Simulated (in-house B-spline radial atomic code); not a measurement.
Radial electron density of Ag⁷⁺, [Kr] 4d4. Level of theory: scalar-relativistic (X2C) BHandHLYP, spin-polarised, spherical fractional occupations, exact exchange averaged over the configuration, Fermi nucleus of rms radius 4.5454 fm; calculated with a B-spline radial code for spherical atoms.

One-electron X2C: radii and densities carry no picture-change correction, so inner-shell <1/r> comes out high (for 1s by about 2 % at Z = 33, 5 % at 54, 10 % at 75, 30 % at 118) and <r> low.

Columns: r (bohr), 4πr²n(r) (electrons per bohr), bar.

```
0.000923    1.557 #
 0.00112    2.134 #
 0.00136    2.918 ##
 0.00165    3.969 ##
   0.002    5.362 ###
 0.00243    7.226 ####
 0.00295    9.651 ######
 0.00358    12.76 #######
 0.00434    16.66 ##########
 0.00527    21.48 ############
 0.00639    27.18 ################
 0.00776    33.75 ####################
 0.00941    40.79 ########################
  0.0114    47.78 ############################
  0.0139     54.2 ###############################
  0.0168    58.64 ##################################
  0.0204    60.61 ###################################
  0.0248    59.62 ##################################
  0.0301    56.34 #################################
  0.0365     52.7 ##############################
  0.0443    51.43 ##############################
  0.0537    54.82 ################################
  0.0652    62.89 ####################################
  0.0791    71.95 ##########################################
   0.096    76.13 ############################################
   0.116    71.65 #########################################
   0.141    60.52 ###################################
   0.172    51.31 ##############################
   0.208    51.63 ##############################
   0.253    58.52 ##################################
   0.307    60.48 ###################################
   0.372    50.13 #############################
   0.451     32.6 ###################
   0.548    19.53 ###########
   0.665    16.19 #########
   0.807    16.98 ##########
   0.979    15.05 #########
    1.19    9.727 ######
    1.44    4.577 ###
    1.75    1.497 #
    2.12   0.3456 
    2.58  0.04974 
    3.13  0.00431 
    3.79 0.0001999
```

On this grid the curve has 4 maxima, near 0.0204, 0.096, 0.307, 0.807 bohr.

The 4p up radial function P(r) = rR(r), positive near the nucleus:

```csv
r (bohr),P
0.00136,0.001608
0.002,0.00309
0.00295,0.006025
0.00434,0.01173
0.00639,0.02276
0.00941,0.04356
0.0139,0.0816
0.0204,0.1447
0.0301,0.2407
0.0443,0.3548
0.0652,0.4279
0.096,0.3389
0.141,-0.01426
0.208,-0.5022
0.307,-0.6073
0.451,0.05087
0.665,0.9679
0.979,1.137
1.44,0.5718
2.12,0.1166
3.13,0.006902
```
